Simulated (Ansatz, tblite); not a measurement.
Removing an electron: the cluster H₅Au₄⁻ (the lowest singlet isomer of a short search). Charge -1, multiplicity 1. Geometry: r2SCAN-D4/def2-SVPD. Ansatz, gas phase; energy differences of separate SCF runs; the oxidised species was run as a doublet alone.

Cartesian coordinates in Å:
```
Au -0.273 0.522 -1.267
Au 0.593 -0.477 1.141
Au 1.419 -1.644 3.523
Au -1.559 1.708 -3.426
H -0.457 -0.821 -0.191
H -0.074 1.741 -2.427
H -2.731 1.938 -4.496
H 1.593 -0.199 2.480
H 1.488 -2.769 4.663
```

In the def2 sets Au takes a core potential; there is no spin–orbit coupling. The xTB rows come from tblite. The structure comes from a short search, and lower isomers may exist.

```tsv
level	−HOMO (eV)	vertical IE (eV)	−LUMO (eV)	HOMO–LUMO gap (eV)
GFN1-xTB	6.97	9.20	4.34	2.63
GFN2-xTB	5.78	8.10	-0.59	6.37
PBE-D4/def2-TZVPD	2.52	4.55	-1.08	3.60
r2SCAN-D4/def2-TZVPD	2.73	4.67	-1.27	4.00
PBE0-D4/def2-TZVPD	3.52	4.95	-1.71	5.23
```

 Raw xTB energy differences between charge states are shifted by several eV; the methods need an empirical correction for them.
